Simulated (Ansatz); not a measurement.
Molecule: butyl(dimethyl)borane, C$_{6}$H$_{15}$B (charge 0, singlet). 
Geometry from a B3LYP-D3(BJ)/def2-TZVP (Ansatz, an electronic-structure program) optimisation:
```xyz
22

C      3.3142     0.2395    -0.6351
C      2.2240    -0.2306     0.3233
C      0.8138     0.0768    -0.1779
C     -0.2967    -0.3983     0.7848
B     -1.7067    -0.0412     0.1831
C     -2.2161     1.4448     0.1844
C     -2.5857    -1.1684    -0.4664
H      3.2133    -0.2409    -1.6115
H      4.3101     0.0082    -0.2526
H      3.2607     1.3196    -0.7923
H      2.3631     0.2404     1.3016
H      2.3168    -1.3086     0.4883
H      0.7209     1.1552    -0.3431
H      0.6775    -0.3925    -1.1590
H     -0.1739    -1.4726     0.9566
H     -0.1462     0.1044     1.7475
H     -1.6305     2.1370     0.7920
H     -3.2653     1.5075     0.4913
H     -2.2020     1.8158    -0.8491
H     -3.4003    -0.8155    -1.1018
H     -3.0426    -1.7350     0.3577
H     -1.9890    -1.8993    -1.0201
```

Total electronic energies in hartree. Correlated levels leave the core frozen unless marked. No spin-orbit coupling. No relativistic terms. CBS(X,Y): correlation extrapolated as X^-3; Hartree-Fock from the larger set. [CCSD(T)-MP2]/basis is that difference in the basis named.

```csv
level,program,energy (Eh)
HF/STO-3G,Ansatz,-257.59496
HF/6-31G*,Ansatz,-260.64131
RI-HF/cc-pVQZ,Ansatz,-260.75099
PBE-D4/def2-TZVPD,Ansatz + dftd4,___
PBE0/6-31G*,Ansatz,-262.19932
HSE06-D4/def2-TZVPD,Ansatz + dftd4,-262.28912
B2GP-PLYP/def2-TZVPD,Ansatz,-262.30187
MP2/6-31G,Ansatz,-261.14306
RI-MP2/aug-cc-pVTZ,Ansatz,-261.91783
RI-MP2/cc-pVQZ,Ansatz,-261.98605
SCS-MP2/6-31G*,Ansatz,-261.50401
CCSD(T)/6-31G,Ansatz,-261.24496
CCSD(T)/cc-pVTZ,Ansatz,-262.02886
CCSD(T) with core electrons/cc-pwCVTZ,Ansatz,-262.37985
"RI-MP2/CBS(cc-pVTZ,cc-pVQZ)+[CCSD(T)-MP2]/cc-pVTZ",Ansatz,-262.1675
```

Fill in the missing entries.


- PBE-D4/def2-TZVPD, energy (Eh): -262.24994
